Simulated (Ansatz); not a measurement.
Geometry optimisation, RKS BHLYP/STO-3G in Ansatz 0.2.0.

Input file:

```yaml
crystal:
  periodic: [false, false, false]
  atoms:
    - { symbol: Si, position_ang: [0.0, 0.0, 0.0] }
    - { symbol: Cl, position_ang: [0.0, 0.0, 2.13] }
    - { symbol: C, position_ang: [1.7634, 0.0, -0.6227] }
    - { symbol: H, position_ang: [2.1111, -1.0463, -0.7509] }
    - { symbol: H, position_ang: [1.8119, 0.5276, -1.5981] }
    - { symbol: H, position_ang: [2.4154, 0.5187, 0.1108] }
    - { symbol: "N", position_ang: [-0.8572, 1.4851, -0.6061] }
    - { symbol: H, position_ang: [-1.8773, 1.43, -0.8888] }
    - { symbol: H, position_ang: [-0.3367, 2.4058, -0.6766] }
    - { symbol: "N", position_ang: [-0.8572, -1.4851, -0.6061] }
    - { symbol: H, position_ang: [-1.3922, -2.1014, 0.0704] }
    - { symbol: H, position_ang: [-0.8219, -1.7344, -1.6357] }
basis:
  gaussian: { orbitals: STO-3G }
hamiltonian:
  xc: { name: BHLYP }
relax:
  f_tol: 0.02
  max_steps: 40
```

Run as:

```bash
$ ansatz run input.yaml --threads 1 --pin off --max-ram 2048MiB --backend cpu --events-out ev --progress --plain --runs-dir out
```

**Question.** Where does it end, and by what steps?

**Answer.** It converged. The force dipped under the threshold on the way, but the program's further checks kept it going. Limits of this set-up: minimal basis. After 21 steps the energy has fallen by 0.977 eV; H12 moved furthest, 1.12 Å.

| step | energy less start (eV) | largest force component (eV/Å) | accepted |
| --- | --- | --- | --- |
| 0 | 0.0000 | 2.816 | yes |
| 1 | -0.7086 | 1.649 | yes |
| 2 | -0.8331 | 1.267 | yes |
| 3 | -0.7478 | 2.508 | no |
| 4 | -0.8610 | 0.147 | yes |
| 5 | -0.8693 | 0.162 | yes |
| 6 | -0.8703 | 0.629 | yes |
| 7 | -0.8815 | 0.258 | yes |
| 8 | -0.8880 | 0.249 | yes |
| 9 | -0.8909 | 0.273 | yes |
| 10 | -0.8670 | 1.137 | no |
| 11 | -0.9021 | 0.139 | yes |
| 12 | -0.9084 | 0.389 | yes |
| 13 | -0.9252 | 0.272 | yes |
| 14 | -0.9522 | 0.122 | yes |
| 15 | -0.9537 | 0.637 | yes |
| 16 | -0.9588 | 0.727 | yes |
| 17 | -0.9759 | 0.051 | yes |
| 18 | -0.9768 | 0.014 | yes |
| 19 | -0.9769 | 0.095 | yes |
| 20 | -0.9771 | 0.024 | yes |
| 21 | -0.9771 | 0.003 | yes |

```xyz
12
Properties=species:S:1:pos:R:3
Si -0.010 -0.021 -0.185
Cl 0.028 -0.221 1.940
C 1.763 0.026 -0.723
H 2.289 -0.877 -0.421
H 1.826 0.111 -1.806
H 2.283 0.875 -0.284
N -0.842 1.419 -0.612
H -1.849 1.457 -0.399
H -0.417 2.303 -0.300
N -0.846 -1.354 -0.874
H -1.850 -1.437 -0.662
H -0.416 -2.280 -0.746
```

Whether the end is a true minimum wasn't checked by a vibrational analysis.

Run time: 38 s on 1 thread of AMD EPYC 9R14 (Zen 4), with other jobs on the host, peak memory 0.17 GiB.
